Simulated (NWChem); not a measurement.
C5H3NS; SMILES C(c1ncsc1)#C

```xyz
10

C      0.1964    -3.2665     0.0000
C      0.0786    -2.0600     0.0000
C     -0.0379    -0.6376     0.0000
C      1.0368     0.2274     0.0000
S      0.4831     1.8444     0.0000
C     -1.1468     1.2558     0.0000
N     -1.2703    -0.0307     0.0000
H      0.2912    -4.3369     0.0000
H      2.0953    -0.0247     0.0000
H     -1.9881     1.9528     0.0000
```
Atoms are numbered in this order, from 1.

Program: NWChem. Structure relaxed at the PBE0/def2-SVP level.

### Question
Estimate the computed values for PBE/3-21G. Quantities: highest occupied level (eV); orbital gap (eV); dipole (D).

### Answer
```json
{
  "highest occupied level (eV)": "-5.89",
  "orbital gap (eV)": "4.06",
  "dipole (D)": "1.53"
}
```
